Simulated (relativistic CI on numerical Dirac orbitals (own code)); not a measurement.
**Level scheme of As25+**

These numbers are calculated, not measured: Dirac-Coulomb-Breit CI, separate exchange-only KLI orbitals for each configuration, model QED (radiative potential, 1s self-energy scaled to tabulated hydrogen-like ionisation energies), unscaled Slater integrals (own radial code, finite nucleus).

CI space (outside the closed core 1s2): 2s²2p⁴, 2s2p⁵, 2p⁶, 2p⁵3s, 2p⁵3p, 2p⁵3d, 2s²2p³3s, 2s²2p³3p, 2s²2p³3d, 2s2p⁴3s, 2s2p⁴3p, 2s2p⁴3d, 2s²2p³4s, 2s²2p³4p, 2s²2p³4d, 2s²2p³4f, 2s2p⁴4s, 2s2p⁴4p, 2s2p⁴4d, 2s2p⁴4f, 2s²2p²3s², 2s²2p³5s, 2s²2p³5p, 2s²2p²3s3p, 2s²2p³5d, 2s²2p³5f, 2s²2p³5g, 2s²2p²3p², 2s²2p²3s3d, 2s²2p²3p3d, 2s2p³3s², 2s²2p²3d², 2s2p³3s3p, 2s2p⁴5s, 2s2p⁴5p, 2s2p³3p². Levels of other configurations are missing.

The lowest level is 2s²2p⁴ ³P2, with 82 % of that term; Hund's rules for 2s²2p⁴ give ³P with J = 2, in agreement.

| No. | Configuration | Term | J | E (eV) | % | Next component (%) | jj configuration (%) |
| --- | --- | --- | --- | --- | --- | --- | --- |
| 1 | 2s²2p⁴ | ³P | 2 | 0.00 | 82 | 18 ¹D | 2p3/2^2 (97) |
| 2 | 2s²2p⁴ | ³P | 0 | 16.81 | 58 | 42 ¹S | 2p3/2^2 (93) |
| 3 | 2s²2p⁴ | ³P | 1 | 34.86 | 100 |  | 2p1/2 2p3/2^3 (100) |
| 4 | 2s²2p⁴ | ¹D | 2 | 46.87 | 82 | 18 ³P | 2p1/2 2p3/2^3 (97) |
| 5 | 2s²2p⁴ | ¹S | 0 | 89.98 | 57 | 42 ³P | 2p3/2^4 (93) |
| 6 | 2s2p⁵ | ³P° | 2 | 175.15 | 100 |  | 2s 2p3/2^3 (100) |
| 7 | 2s2p⁵ | ³P° | 1 | 193.56 | 86 | 14 ¹P° | 2s 2p3/2^3 (71) |
| 8 | 2s2p⁵ | ³P° | 0 | 213.91 | 100 |  | 2s 2p1/2 2p3/2^4 (100) |
| 9 | 2s2p⁵ | ¹P° | 1 | 245.44 | 86 | 14 ³P° | 2s 2p1/2 2p3/2^4 (71) |
| 10 | 2p⁶ | ¹S | 0 | 400.11 | 98 | 2 2s²2p⁴ ¹S | closed (98) |
| 11 | 2s²2p³3s | ⁵S° | 2 | 1468.67 | 62 | 27 ³P° | 2p3/2 3s (82) |
| 12 | 2s²2p³3s | ³S° | 1 | 1474.88 | 50 | 20 ¹P° | 2p3/2 3s (90) |
| 13 | 2s²2p³3s | ³D° | 2 | 1502.74 | 45 | 29 ⁵S° | 2p1/2 2p3/2^2 3s (84) |
| 14 | 2s²2p³3s | ³D° | 1 | 1505.42 | 56 | 39 ³S° | 2p1/2 2p3/2^2 3s (92) |
| 15 | 2s²2p³3p | ⁵P | 1 | 1508.66 | 50 | 21 ³P | 2p3/2 3p1/2 (84) |
| 16 | 2s²2p³3p | ⁵P | 2 | 1509.55 | 43 | 27 ³P | 2p3/2 3p1/2 (79) |
| 17 | 2s²2p³3s | ³D° | 3 | 1513.39 | 99 |  | 2p1/2 2p3/2^2 3s (99) |
| 18 | 2s²2p³3s | ¹D° | 2 | 1516.60 | 67 | 31 ³D° | 2p1/2 2p3/2^2 3s (99) |
| 19 | 2s²2p³3p | ⁵P | 3 | 1518.84 | 62 | 27 ³D | 2p3/2 3p3/2 (82) |
| 20 | 2s²2p³3p | ³P | 1 | 1520.47 | 46 | 16 ¹P | 2p3/2 3p3/2 (89) |
| 21 | 2s²2p³3s | ³P° | 0 | 1527.72 | 98 | 1 2p⁵3s ³P° | 2p1/2 2p3/2^2 3s (98) |
| 22 | 2s²2p³3p | ³P | 2 | 1528.11 | 35 | 27 ⁵P | 2p3/2 3p3/2 (67) |
| 23 | 2s²2p³3s | ³P° | 1 | 1529.18 | 68 | 30 ¹P° | 2p1/2 2p3/2^2 3s (98) |
| 24 | 2s²2p³3p | ³P | 0 | 1534.16 | 93 | 7 ¹S | 2p3/2 3p3/2 (61) |
| 25 | 2s²2p³3p | ³D | 1 | 1540.78 | 26 | 23 ³P | 2p1/2 2p3/2^2 3p1/2 (85) |
| 26 | 2s²2p³3p | ³F | 2 | 1545.37 | 35 | 29 ³D | 2p1/2 2p3/2^2 3p1/2 (88) |
| 27 | 2s²2p³3p | ³D | 2 | 1551.85 | 41 | 29 ³P | 2p1/2 2p3/2^2 3p3/2 (84) |
| 28 | 2s²2p³3p | ³F | 3 | 1552.29 | 67 | 20 ⁵P | 2p1/2 2p3/2^2 3p3/2 (56) |
| 29 | 2s²2p³3p | ¹F | 3 | 1554.05 | 48 | 41 ³D | 2p1/2 2p3/2^2 3p1/2 (63) |
| 30 | 2s²2p³3p | ³P | 0 | 1556.93 | 93 | 7 ¹S | 2p1/2 2p3/2^2 3p3/2 (66) |
| 31 | 2s²2p³3s | ³P° | 2 | 1557.52 | 59 | 17 ³D° | 2p3/2^3 3s (94) |
| 32 | 2s²2p³3p | ³D | 1 | 1557.55 | 44 | 38 ¹P | 2p1/2 2p3/2^2 3p3/2 (77) |
| 33 | 2s²2p³3s | ¹P° | 1 | 1560.00 | 45 | 26 ³D° | 2p3/2^3 3s (95) |
| 34 | 2s²2p³3p | ³D | 3 | 1562.84 | 57 | 34 ¹F | 2p1/2 2p3/2^2 3p3/2 (96) |
| 35 | 2s²2p³3p | ³F | 4 | 1563.87 | 100 |  | 2p1/2 2p3/2^2 3p3/2 (100) |
| 36 | 2s²2p³3p | ³P | 2 | 1566.47 | 71 | 15 ¹D | 2p1/2 2p3/2^2 3p1/2 (85) |
| 37 | 2s²2p³3d | ⁵D° | 2 | 1566.58 | 43 | 27 ³D° | 2p3/2 3d3/2 (86) |
| 38 | 2s²2p³3d | ⁵D° | 3 | 1567.06 | 53 | 21 ³D° | 2p3/2 3d3/2 (60) |
| 39 | 2s²2p³3d | ⁵D° | 0 | 1568.09 | 65 | 29 ³P° | 2p3/2 3d3/2 (79) |
| 40 | 2s²2p³3d | ⁵D° | 1 | 1568.18 | 65 | 18 ³P° | 2p3/2 3d3/2 (76) |
| 41 | 2s²2p³3p | ³D | 1 | 1568.51 | 47 | 25 ³P | 2p1/2 2p3/2^2 3p1/2 (61) |
| 42 | 2s²2p³3d | ⁵D° | 4 | 1569.08 | 63 | 27 ³F° | 2p3/2 3d5/2 (81) |
| 43 | 2s²2p³3p | ³P | 1 | 1571.61 | 50 | 25 ¹P | 2p1/2 2p3/2^2 3p3/2 (74) |
| 44 | 2s²2p³3d | ³D° | 2 | 1573.63 | 41 | 23 ⁵D° | 2p3/2 3d5/2 (85) |
| 45 | 2s²2p³3p | ¹D | 2 | 1578.09 | 51 | 34 ³P | 2p1/2 2p3/2^2 3p3/2 (95) |
| 46 | 2s²2p³3p | ³P | 1 | 1580.56 | 38 | 33 ³S | 2p1/2 2p3/2^2 3p3/2 (94) |
| 47 | 2s²2p³3p | ³D | 2 | 1582.03 | 61 | 21 ¹D | 2p1/2 2p3/2^2 3p3/2 (84) |
| 48 | 2s²2p³3d | ³D° | 3 | 1582.12 | 42 | 18 ¹F° | 2p3/2 3d5/2 (51) |
| 49 | 2s²2p³3d | ³D° | 1 | 1582.96 | 72 | 12 ¹P° | 2p3/2 3d5/2 (74) |
| 50 | 2s²2p³3p | ³P | 0 | 1583.37 | 67 | 31 ¹S | 2p1/2 2p3/2^2 3p1/2 (90) |
| 51 | 2s²2p³3d | ³F° | 2 | 1601.07 | 50 | 23 ³D° | 2p1/2 2p3/2^2 3d3/2 (84) |
| 52 | 2s²2p³3d | ³D° | 1 | 1601.28 | 57 | 19 ⁵D° | 2p1/2 2p3/2^2 3d3/2 (77) |
| 53 | 2s²2p³3d | ³F° | 3 | 1602.00 | 48 | 26 ³D° | 2p1/2 2p3/2^2 3d5/2 (77) |
| 54 | 2s²2p³3p | ³P | 1 | 1602.00 | 53 | 28 ³S | 2p3/2^3 3p1/2 (59) |
| 55 | 2s²2p³3d | ¹S° | 0 | 1602.11 | 53 | 24 ⁵D° | 2p1/2 2p3/2^2 3d3/2 (73) |
| 56 | 2s²2p³3d | ³G° | 4 | 1603.31 | 38 | 28 ⁵D° | 2p1/2 2p3/2^2 3d5/2 (82) |
| 57 | 2s²2p³3d | ³G° | 3 | 1604.30 | 44 | 36 ³D° | 2p1/2 2p3/2^2 3d3/2 (84) |
| 58 | 2s²2p³3p | ³D | 3 | 1606.29 | 60 | 16 ³F | 2p3/2^3 3p3/2 (91) |
| 59 | 2s²2p³3p | ¹D | 2 | 1607.53 | 58 | 14 ³P | 2p3/2^3 3p1/2 (78) |
| 60 | 2s²2p³3p | ¹P | 1 | 1607.96 | 38 | 29 ³D | 2p3/2^3 3p3/2 (66) |
| 61 | 2s²2p³3p | ³P | 2 | 1611.50 | 51 | 26 ¹D | 2p3/2^3 3p3/2 (88) |
| 62 | 2s²2p³3d | ³F° | 4 | 1611.59 | 75 | 17 ³G° | 2p1/2 2p3/2^2 3d3/2 (55) |
| 63 | 2s²2p³3d | ³D° | 1 | 1611.89 | 25 | 25 ¹P° | 2p1/2 2p3/2^2 3d5/2 (71) |
| 64 | 2s²2p³3d | ³P° | 2 | 1612.99 | 37 | 28 ³D° | 2p1/2 2p3/2^2 3d5/2 (67) |
| 65 | 2s²2p³3d | ¹G° | 4 | 1613.64 | 54 | 24 ³G° | 2p1/2 2p3/2^2 3d5/2 (55) |
| 66 | 2s2p⁴3s | ⁵P | 3 | 1614.12 | 88 | 8 ³D | 2s 2p3/2^2 3s (86) |
| 67 | 2s²2p³3d | ³G° | 5 | 1614.20 | 100 |  | 2p1/2 2p3/2^2 3d5/2 (100) |
| 68 | 2s²2p³3d | ³D° | 3 | 1617.50 | 71 | 18 ³F° | 2p1/2 2p3/2^2 3d3/2 (69) |
| 69 | 2s²2p³3d | ³P° | 0 | 1618.28 | 65 | 32 ¹S° | 2p1/2 2p3/2^2 3d5/2 (87) |
| 70 | 2s²2p³3d | ³D° | 2 | 1619.88 | 73 | 17 ³P° | 2p1/2 2p3/2^2 3d3/2 (74) |

Energies count from the lowest computed level; ° marks odd parity. Filled j subshells are mostly left out of the jj labels.

The mean weight of the leading LS term, summed over parents, in these 70 levels is 61 %, and that of the leading jj configuration (from the same eigenvectors) 82 %, so jj coupling describes them better and the LS labels are nominal.

At this charge energies of transitions that change n are usually good to better than 1 %, and those within a shell (Δn = 0) to a few per cent.

LS names give the leading component of a level, which can be under half, so a name can repeat, a term be missing and a line seem to break the LS rules.
